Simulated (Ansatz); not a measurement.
C3H6AlIn (`[AlH2][C]1=C[CH]1[InH2]`). Charge 0, multiplicity 1. In takes the def2 core potential.

```xyz
11

Al   -0.130   -1.207   -2.124
C     0.565   -0.177   -0.670
C     1.505    0.045    0.198
C     0.362    0.965    0.388
In   -1.094    0.728    1.947
H     0.766   -2.357   -2.743
H    -1.583   -0.888   -2.668
H     2.480   -0.228    0.570
H     0.505    1.984    0.022
H    -1.469   -0.914    2.370
H    -1.908    2.049    2.710
```

(1) What are the harmonic wavenumbers in cm⁻¹ at PBE0-D4/def2-TZVP (Ansatz, finite differences of forces, unscaled)? (An estimate is asked.)

(2) Is this a minimum?

(3) Give the ideal-gas thermochemistry at 298.15 K and 1 bar (rigid rotor, harmonic oscillator; point group C1, symmetry number 1).

(4) Rotational constants (cm⁻¹)?

## Answers

(1) Computed: 50, 86, 109, 161, 193, 247, 330, 458, 523, 531, 543, 591, 604, 770, 780, 819, 967, 1029, 1113, 1250, 1747, 1776, 1791, 1932, 1939, 3055, 3260.

(2) Yes, all 27 modes are real.

(3) Zero-point energy 159.4 kJ/mol; H(298) − E = 184.9 kJ/mol; entropy 395.3 J/(mol·K), of which translation 173.9, rotation 121.0, vibration 100.4; G(298) − E = 67.1 kJ/mol. Modes under 100 cm⁻¹ are hindered rotations or soft bends, so the harmonic entropy is rough.

(4) 0.1817, 0.02797, 0.02527.
